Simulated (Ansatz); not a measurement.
Stepwise reaction of `O=C=N[SiH2]N=C=O` with hydrogen, as a gas-phase model of exchange steps in deposition or etching. ΔE in kJ/mol.

Program: Ansatz. Geometries: PBE0-D4/def2-TZVP. ΔE: electronic, gas phase. CCSD(T)/CBS is the MP2 limit (def2-TZVPP, def2-QZVPP) plus CCSD(T) − MP2 in def2-TZVPP, frozen cores. This one scheme is used for every species. Functionals use def2-TZVPP. B3LYP here is the variant with VWN-RPA as its local correlation; programs differ in this. Each species was taken in one conformer, which may not be the lowest.

```json
{"step": "1", "reaction": "`O=C=N[SiH2]N=C=O` + H₂ → `O=C=N[SiH3]` + `N=C=O`", "PBE-D4": "70.1", "B3LYP-D4": "77.8", "ωB97M-V": "76.0", "CCSD(T)/CBS": "78.4"}
```

(1) Give the row of step 2, `O=C=N[SiH3]` + H₂ → SiH₄ + `N=C=O`. (Best estimate.)

(2) By hand: ΔE of the 2 steps together at CCSD(T)/CBS.

Answers

(1) Ansatz gave: 
```json
{"step": "2", "reaction": "`O=C=N[SiH3]` + H₂ → SiH₄ + `N=C=O`", "PBE-D4": "56.8", "B3LYP-D4": "65.4", "ωB97M-V": "63.4", "CCSD(T)/CBS": "65.9"}
```

(2) (78.4) + (65.9) = 144.3 kJ/mol, or 72.2 kJ/mol a step.

In ΔE each step is lower than the one before. All are uphill at CCSD(T)/CBS. PBE-D4 differs from CCSD(T)/CBS by -9.1 to -8.3 kJ/mol a step. Isolated molecules leave out the surface, adducts and barriers. Largest T1 diagnostic: 0.018.
